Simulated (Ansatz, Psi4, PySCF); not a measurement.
HSe (SMILES [SeH]), doublet, geometry from GFN2-xTB. Base run: CAMB3LYP/def2-SVP (PySCF).

Geometry (Å):
```xyz
2

Se     0.0000     0.0000    -0.0413
H      0.0000     0.0000     1.4042
```
Charge 0, spin multiplicity 2.
Orbitals are unrestricted.
All else is at PySCF's defaults.

The same geometry, method and basis name were run in Ansatz (a quantum-chemistry and plane-wave program) and Psi4 and PySCF, at each program's defaults and at the settings that a row names. The base is PySCF at its defaults. Differences at the defaults can come from grids, fitting, cores and function types together.

```csv
code and settings,ΔE vs base (mEh),basis functions,E (Eh),SCF cycles,dipole (D)
"PySCF, defaults (exact integrals, its default grid, spherical functions)",0.000,37,-2401.94222,9,0.70
"Psi4, defaults (density fitting with its default set, its default grid, spherical functions)",0.014,37,-2401.94221,9,0.70
"Ansatz, defaults (factorised integrals, its default grid, spherical functions)",0.000,37,-2401.94222,-,-
"PySCF, density fitting with def2-universal-jkfit",-0.023,37,-2401.94225,9,0.70
"PySCF, fine grid",0.000,37,-2401.94222,9,0.70
"Psi4, exact integrals, spherical functions, fine grid",0.000,37,-2401.94222,11,0.70
"Ansatz, high accuracy",0.000,37,-2401.94222,-,-
```

Open shells are given as the SCF converged; they aren't shown to be the lowest states, and a large step between rows can be another state.
